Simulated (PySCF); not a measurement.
silylarsine (AsH5Si), SMILES [SiH3][AsH2]. Atoms are numbered in the order given.

```xyz
7

Si    -1.5654    -0.0055     0.0000
As     0.7988     0.0613     0.0000
H     -2.0492     0.7111     1.2086
H     -2.0492     0.7111    -1.2086
H     -2.1178    -1.3846     0.0000
H      0.8850    -0.9908     1.0974
H      0.8850    -0.9908    -1.0974
```
Charge 0, spin multiplicity 1.

Coordinates come from a PBE0-D3(BJ)/def2-TZVP optimisation.

Two levels are set side by side: PBE/pcSseg-2 (PySCF) and PBE0/pcSseg-2 (PySCF). GIAO shifts against AsH3 (⁷⁵As), TMS (²⁹Si), TMS (¹H) at the same level; non-relativistic, no solvent, atoms listed together averaged. Differences are taken from unrounded values.

| quantity | PBE0 |
|---|---|
| δ(²⁹Si) of Si1 (ppm) | -80.6 |
| δ(⁷⁵As) of As2 (ppm) | -58.6 |
| δ(¹H) of H6, H7 (ppm) | 2.21 |

Problem. What does PBE give, and how far is it from PBE0? (An estimate is asked for; the answer gives what the named calculation found.)

Solution. 
| quantity | PBE | PBE minus PBE0 |
|---|---|---|
| δ(²⁹Si) of Si1 (ppm) | -84.7 | -4.0 |
| δ(⁷⁵As) of As2 (ppm) | -45.7 | 13.0 |
| δ(¹H) of H6, H7 (ppm) | 2.20 | -0.01 |

Rough cost on one machine, each run with all the roots and properties that it gave: PBE0 against PBE within a factor of 2.
